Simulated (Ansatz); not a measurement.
`O[Si](F)(Cl)Cl` + `[OH]`• → `[O][Si](F)(Cl)Cl`• + H₂O at 700 K and 1 bar (hydrogen abstraction from the O–H bond).

Gas-phase electronic energies from Ansatz, PBE0-D4/def2-TZVP geometries. CBS: MP2 limit from def2 TZ/QZ plus the TZ coupled-cluster correction, frozen cores. This one scheme is used for every species. Open shells (•) are unrestricted, without spin–orbit coupling. One conformer a species, not always the lowest.

```
            species  CCSD(T)/CBS energy (Eh)  H − E (kJ/mol)  S (J/(mol·K))
   `O[Si](F)(Cl)Cl`              -1384.43664           117.7          430.8
            `[OH]`•                -75.67771            42.8          208.9
`[O][Si](F)(Cl)Cl`•              -1383.72661            80.9          431.4
                H₂O                -76.37941            80.5          218.4
```

H − E and S are ideal-gas, rigid-rotor, harmonic terms from PBE0-D4/def2-TZVP, for one conformer and one mirror image of each species, with the whole ground term of open shells counted as degenerate. 1 Eh = 2625.50 kJ/mol, R = 8.31446 J/(mol·K).

Question: By hand: ΔE, ΔH, ΔS and ΔG.

Answer: ΔE = (-1383.72661) + (-76.37941) − (-1384.43664) − (-75.67771) = 0.00833 Eh = 21.9 kJ/mol. Δ(H − E) = 80.9 + 80.5 − 117.7 − 42.8 = 0.9, so ΔH = 22.8 kJ/mol. ΔS = 431.4 + 218.4 − 430.8 − 208.9 = 10.1 J/(mol·K). ΔG = 22.8 − 700 × (10.1)/1000 = 15.7 kJ/mol.

Question: By hand: the equilibrium constant, and the temperature at which ΔG would vanish if ΔH and ΔS stayed fixed.

Answer: log₁₀ K = −ΔG/(RT ln 10) = -1.2. ΔG = 0 at ΔH/ΔS = 2257 K, though so small a ΔS makes that figure unsure.

The number of gas molecules stays the same, so ΔS is small and ΔH decides. A doubt of 5 kJ/mol in ΔE shifts log₁₀ K by 0.4 here. Other conformers and mirror images would add mixing entropy, several J/(mol·K) or more a flexible species. Modes under 60 cm⁻¹, often nearly free rotors, make the harmonic entropy too high. These are equilibria of isolated gas molecules and say nothing of rates. Largest T1 diagnostic: 0.013 (customary marks: 0.02 for closed shells, 0.045 for open ones).
